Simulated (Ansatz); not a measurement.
Reaction (redistribution): `C[CH](C)[AlH][Cl]` + `C[S][Mg][NH2]` → `C[S][AlH][Cl]` + `C[CH](C)[Mg][NH2]`

Isolated molecules relaxed with PBE0-D4/def2-TZVP in Ansatz; ΔE leaves out vibrations. CCSD(T)/CBS is the MP2 limit (def2-TZVPP, def2-QZVPP) plus CCSD(T) − MP2 in def2-TZVPP, frozen cores. Functionals use def2-TZVPP. For Mg outer-core shells are correlated without core-valence functions, which leaves a few kJ/mol of doubt a bond. One conformer a species, not always the lowest.

```json
{"species": "`C[CH](C)[AlH][Cl]`", "r2SCAN0 energy (Eh)": "-821.74549"}
{"species": "`C[S][Mg][NH2]`", "r2SCAN0 energy (Eh)": "-694.11360"}
{"species": "`C[S][AlH][Cl]`", "r2SCAN0 energy (Eh)": "-1141.36693"}
{"species": "`C[CH](C)[Mg][NH2]`", "r2SCAN0 energy (Eh)": "-374.47905"}
```

Work out ΔE.

ΔE = (-1141.36693) + (-374.47905) − (-821.74549) − (-694.11360) = 0.01311 Eh = +34.4 kJ/mol. CCSD(T)/CBS gives +28.2 kJ/mol.

Largest T1 diagnostic among the species: 0.010.

From PBE to PBE0 (25 % exact exchange), in def2-TZVPP and without D4, ΔE moves by +5.3 kJ/mol. In def2-TZVPP, CCSD(T) changes the Hartree–Fock value by −15.1 kJ/mol (the triples alone add −2.6 kJ/mol) and MP2 by −14.7 kJ/mol.
